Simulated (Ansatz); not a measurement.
Job for Ansatz (a first-principles code): U-r2SCAN/def2-TZVPP on O (SMILES [O]).

Ansatz 0.2 input:
```yaml
crystal:
  periodic: [false, false, false]
  atoms:
    - {symbol: O, position_ang: [0.00000000, 0.00000000, 0.00000000]}
basis:
  gaussian:
    orbitals: def2-TZVPP
hamiltonian:
  xc: {name: r2SCAN}
magnetization: {spin_polarized: true, initial_magnetization: 2}
```

Q: Give the final energy of this run.

A: -75.0586 hartree.
